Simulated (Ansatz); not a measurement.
`C=CC(=C)[SiH3]` → `C=CC=C` + `[SiH2]` at 400 K and 1 bar (silylene formation by 1,1-elimination).

Computed with Ansatz on PBE0-D4/def2-TZVP structures; ΔE is electronic, products minus reactants. CCSD(T)/CBS is the MP2 limit (def2-TZVPP, def2-QZVPP) plus CCSD(T) − MP2 in def2-TZVPP, frozen cores. This one scheme is used for every species. One conformer a species, not always the lowest.

| species | CCSD(T)/CBS energy (Eh) | H − E (kJ/mol) | S (J/(mol·K)) |
| --- | --- | --- | --- |
| `C=CC(=C)[SiH3]` | -446.05662 | 297.0 | 370.8 |
| `C=CC=C` | -155.77789 | 247.2 | 301.3 |
| `[SiH2]` | -290.19011 | 44.2 | 218.1 |

H − E and S are ideal-gas, rigid-rotor, harmonic terms from PBE0-D4/def2-TZVP, for one conformer and one mirror image of each species. 1 Eh = 2625.50 kJ/mol, R = 8.31446 J/(mol·K).

By hand: ΔE, ΔH, ΔS and ΔG.

ΔE = (-155.77789) + (-290.19011) − (-446.05662) = 0.08862 Eh = 232.7 kJ/mol. Δ(H − E) = 247.2 + 44.2 − 297.0 = -5.6, so ΔH = 227.1 kJ/mol. ΔS = 301.3 + 218.1 − 370.8 = 148.6 J/(mol·K). ΔG = 227.1 − 400 × (148.6)/1000 = 167.7 kJ/mol.

By hand: the equilibrium constant, and the temperature at which ΔG would vanish if ΔH and ΔS stayed fixed.

log₁₀ K = −ΔG/(RT ln 10) = -21.9. ΔG = 0 at ΔH/ΔS = 1528 K.

The number of gas molecules changes by +1, which sets the sign of ΔS. A doubt of 5 kJ/mol in ΔE shifts log₁₀ K by 0.7 here. Other conformers and mirror images would add mixing entropy, several J/(mol·K) or more a flexible species. These are equilibria of isolated gas molecules and say nothing of rates. Largest T1 diagnostic: 0.014 (customary marks: 0.02 for closed shells, 0.045 for open ones).
